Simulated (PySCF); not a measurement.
```xyz
5
charge 0 multiplicity 3, angstrom
Cr    0.0000    0.0000    0.0000
F     0.9844   -0.9844   -0.9844
F     0.9844    0.9844    0.9844
F    -0.9844    0.9844   -0.9844
F    -0.9844   -0.9844    0.9844
```

Computed with UPBE in PySCF with Cr def2-SVP, F def2-SVP; no relativity; density-fitted integrals.

This geometry of CrF₄ is a stationary point at this level.

(1) What is the point group?

(2) Is it a minimum?

(3) Give the atomic charges and bond orders.

(4) What is the atomisation energy, with and without zero-point energy?

## Answers

(1) Td.

(2) Yes: all harmonic wavenumbers are real.

(3) 
```json
{"atom": "Cr1", "Mulliken": "1.16", "Löwdin": "0.33", "polar tensor": "2.08", "spin (Mulliken)": "1.80", "Mayer order to Cr1": "–"}
{"atom": "F2,3,4,5", "Mulliken": "-0.29", "Löwdin": "-0.08", "polar tensor": "-0.52", "spin (Mulliken)": "0.05", "Mayer order to Cr1": "1.09"}
```

(4) 1972 kJ/mol without, 1948 kJ/mol with.

Only a few start shapes were tried, so a lower isomer may exist. With open d or f shells other occupations or spin states may lie lower.
